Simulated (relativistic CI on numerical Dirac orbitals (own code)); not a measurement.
**Tm XIX: sensitivity of the levels to the model**

Base calculation: Dirac-Coulomb-Breit CI, orbitals from a KLI potential per configuration, model QED, unscaled Slater integrals.

Configurations in the expansion (outside the closed core [Ar] 3d10 4p6): 4s²4d¹⁰4f⁵, 4s²4d¹⁰4f⁴5s, 4s²4d¹⁰4f³5s², 4s²4d¹⁰4f⁴5p, 4s²4d¹⁰4f³5s5p, 4s²4d¹⁰4f³5p², 4s²4d⁹4f⁶, 4s²4d¹⁰4f³5s5d, 4s²4d¹⁰4f⁴5d, 4s²4d¹⁰4f³5d², 4s²4d¹⁰4f⁴6s, 4s²4d¹⁰4f⁴6p, 4s²4d¹⁰4f⁴7s, 4d¹⁰4f⁷. Levels of other configurations are missing.

Variants: (1) valence Slater integrals scaled by 0.9; (2) non-relativistic limit; (3) only the first 3 configurations. Shifts of the energy above 4s²4d¹⁰4f⁵ ⁶H°5/2, in cm⁻¹, for the lowest level and the first level of each name with at least 55 % of one term (blank where a level changes its place among those of its configuration and J or its character, or is not in the variant):

| Level | Base | Δ(1) | Δ(2) | Δ(3) |
| --- | --- | --- | --- | --- |
| 4s²4d¹⁰4f⁵ ⁶H°5/2 | 0.0 | 0.0 | 0.0 | 0.0 |
| 4s²4d¹⁰4f⁵ ⁶H°7/2 | 4155.7 | +199.8 | -4155.7 | -15.9 |
| 4s²4d¹⁰4f⁵ ⁶H°9/2 | 8584.6 | +291.6 | -8584.6 | -26.2 |
| 4s²4d¹⁰4f⁵ ⁶H°11/2 | 13031.4 | +269.0 | -13031.4 | -29.8 |
| 4s²4d¹⁰4f⁵ ⁶F°1/2 | 16564.9 | -884.9 | -5307.8 | -12.4 |
| 4s²4d¹⁰4f⁵ ⁶F°3/2 | 16853.8 | -1038.1 | -5596.6 | -0.1 |
| 4s²4d¹⁰4f⁵ ⁶H°13/2 | 17359.4 | +146.7 | -17359.4 | -27.0 |
| 4s²4d¹⁰4f⁵ ⁶F°5/2 | 17965.9 | -1238.1 | -6708.8 | +14.7 |
| 4s²4d¹⁰4f⁵ ⁶F°7/2 | 21375.6 | -1034.8 | -10118.4 | +3.2 |
| 4s²4d¹⁰4f⁵ ⁶H°15/2 | 21415.6 | -97.3 | -21415.5 | -17.3 |
| 4s²4d¹⁰4f⁵ ⁶F°9/2 | 25788.8 | -936.8 | -14531.6 | -7.4 |
| 4s²4d¹⁰4f⁵ ⁶F°11/2 | 30555.4 | -961.4 | -19298.3 | -15.0 |
| 4s²4d¹⁰4f⁵ ⁴F°3/2 | 40114.9 | -3183.6 | -934.8 | +163.4 |
| 4s²4d¹⁰4f⁵ ⁴M°15/2 | 40282.5 | -3814.8 |  | -18.8 |
| 4s²4d¹⁰4f⁵ ⁴G°7/2 | 44559.7 | -3257.3 |  | +162.3 |
| 4s²4d¹⁰4f⁵ ⁴I°9/2 | 44666.4 | -3602.1 | -5890.5 | +125.0 |
| 4s²4d¹⁰4f⁵ ⁴M°17/2 | 47282.4 | -3611.9 | -7880.9 | -57.2 |
| 4s²4d¹⁰4f⁵ ⁴M°19/2 | 52410.6 | -3628.0 | -13009.1 | -68.8 |
| 4s²4d¹⁰4f⁵ ⁴G°9/2 | 52609.3 | -3615.1 |  | +133.0 |
| 4s²4d¹⁰4f⁵ ⁴L°13/2 | 55717.3 |  |  | +19.8 |
| 4s²4d¹⁰4f⁵ ⁴M°21/2 | 55879.5 | -3816.4 | -16478.0 | -68.5 |
| 4s²4d¹⁰4f⁵ ⁴H°7/2 | 63139.5 | -5164.6 |  | +80.8 |

At this charge energies of transitions that change n are usually good to better than 1 %, and those within a shell (Δn = 0) to a few per cent. Terms inside the open d or f shell come out 10 to 20 % too wide with unscaled integrals.

Ionisation energy from the two ground configurations alone: base 442.819 eV; valence Slater integrals scaled by 0.9 442.64 eV. The NIST ASD value (theoretical) is 460 eV. The gap of more than 2 % comes from missing correlation, or from a tabulated value that is itself an estimate.

LS names give the leading component of a level, which can be under half, so a name can repeat, a term be missing and a line seem to break the LS rules.
